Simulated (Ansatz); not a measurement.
Li12⁻. Charge -1, multiplicity 2. Geometry r2SCAN/def2-SVPD.

```xyz
12

Li   -2.7893   -0.7286   -0.2669
Li    0.2589   -1.6397   -0.5314
Li   -0.6706    1.1900    0.2421
Li   -1.5787   -3.0548    1.4799
Li    0.1358    3.4273   -1.4082
Li    1.5704   -3.5470    1.5450
Li   -3.0648    2.4237   -1.1000
Li    3.0348   -0.8704    0.7368
Li   -1.0590    0.6768   -2.5301
Li    1.9521    2.0511    1.1393
Li    1.8537    0.8505   -1.5378
Li    0.3568   -0.7788    2.2313
```

At r2SCAN/def2-TZVPD, PBE0/def2-TZVPD, r2SCAN0/def2-TZVPD the charge -1 doublet is spin-contaminated (final ⟨S²⟩ up to 1.61, 0.75 for a pure state). The geometry of the doublet was relaxed on an unsound state (⟨S²⟩ 1.55, where a pure state has 0.75). Another isomer (doublet) lies 0.17 eV lower at r2SCAN/def2-TZVPD; other spin states weren't run for this one.

(1) Estimate the α-spin orbital energies around the gap (eV) in Ansatz with PBE/def2-TZVPD, r2SCAN/def2-TZVPD, PBE0/def2-TZVPD, r2SCAN0/def2-TZVPD, ωB97M-V/def2-TZVPD.

Answers

(1) 
```tsv
orbital	PBE/def2-TZVPD	r2SCAN/def2-TZVPD	PBE0/def2-TZVPD	r2SCAN0/def2-TZVPD	ωB97M-V/def2-TZVPD
HOMO−5	-1.61	-1.73	-2.33	-2.38	-3.89
HOMO−4	-1.34	-1.50	-2.01	-2.11	-3.42
HOMO−3	-0.54	-0.57	-0.95	-0.98	-2.01
HOMO−2	-0.53	-0.55	-0.91	-0.96	-1.95
HOMO−1	-0.35	-0.44	-0.74	-0.85	-1.72
HOMO	-0.12	-0.27	-0.49	-0.63	-1.12
LUMO	0.36	0.49	0.79	0.86	1.80
LUMO+1	0.49	0.64	0.91	1.02	1.82
LUMO+2	0.58	0.68	1.01	1.03	1.97
LUMO+3	0.70	0.77	1.12	1.15	1.99
LUMO+4	0.72	0.86	1.13	1.22	2.14
LUMO+5	0.80	0.88	1.21	1.24	2.21
β HOMO	-0.27	-0.33	-0.66	-0.74	-1.63
β LUMO	0.35	0.51	0.78	0.87	1.55
```
